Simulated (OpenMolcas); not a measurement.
**Potential curves of TeS: spin-free states**

Calculated with OpenMolcas 26.06: state-averaged CASSCF(8,6) over Te 5p, S 3p, XMS-CASPT2 (IPEA 0.25, imaginary shift 0.2 hartree), scalar X2C, ANO-RCC-VTZP, then RASSI spin–orbit state interaction with atomic mean-field integrals. C2 symmetry about the axis (a holds Σ, Δ, Γ; b holds Π, Φ, H; Σ⁺ and Σ⁻ are not told apart); roots by multiplicity and irrep: 3a 5, 1a 6, 3b 6, 5b 2, 1b 4, 5a 1.

XMS-CASPT2 energies in eV from the lowest point. Curves are followed by energy order within each symmetry, so they are adiabatic and may change character at avoided crossings; Σ⁺ and Σ⁻ are counted together.

```tsv
R (Å)	(1)3Σ	(1)1Δ	(1)1Σ	(1)3Δ	(2)3Σ	(1)3Π	(1)5Π	(3)3Σ	(1)1Π
1.938	1.420	1.996	2.514	5.675	5.837	5.756	9.006	6.532	6.432
2.050	0.429	0.972	1.453	3.976	4.118	4.511	6.910	4.910	5.041
2.152	0.056	0.573	1.009	3.040	3.169	3.814	5.589	4.022	4.256
2.253	0.000	0.482	0.875	2.497	2.614	3.359	4.670	3.519	3.774
2.366	0.170	0.609	0.951	2.203	2.306	3.040	3.965	3.245	3.478
2.478	0.482	0.875	1.163	2.125	2.218	2.925	3.522	3.179	3.383
2.636	1.031	1.350	1.566	2.230	2.311	2.947	3.192	3.285	3.391
2.839	1.770	2.000	2.119	2.541	2.603	3.126	3.075	3.580	3.474
```

Q: With masses 129.906 and 31.972 u, fit the curves (1)3Σ, (1)1Δ, (1)1Σ, (1)3Δ, (2)3Σ near their minima.

A: At XMS-CASPT2, Te from the lowest curve (the fit fixes ωe to a per cent or two; the method's Re and ωe can be off by some per cent):

```tsv
curve	Te (cm⁻¹)	Re (Å)	ωe (cm⁻¹)
(1)3Σ	0	2.224	483.0
(1)1Δ	3950	2.241	459.0
(1)1Σ	7120	2.265	432.9
(1)3Δ	17210	2.478	334.4
(2)3Σ	17950	2.486	331.4
```

The 9 lowest clean curves are shown; the next is (2)3Π, from 3.52 eV. Left out for impure symmetry, kinks or missing points, though low: (2)1Σ. Only roots inside an energy window near the equilibrium distance were included, so the list of states is not complete; labels number the states computed. Each spin and symmetry block has orbitals of its own, averaged over its own roots, so gaps between blocks are less sure than gaps within one and near the minimum can be off by tenths of an eV, in bad cases by more. No Rydberg orbitals are active, so Rydberg states, and σ→σ* states whose orbital the CASSCF left unused, can be missing between those listed. CASPT2 splits the two components of degenerate states numerically, here by up to 205 cm⁻¹. Points that failed a check (symmetry, reference weights, a jump) are left out.
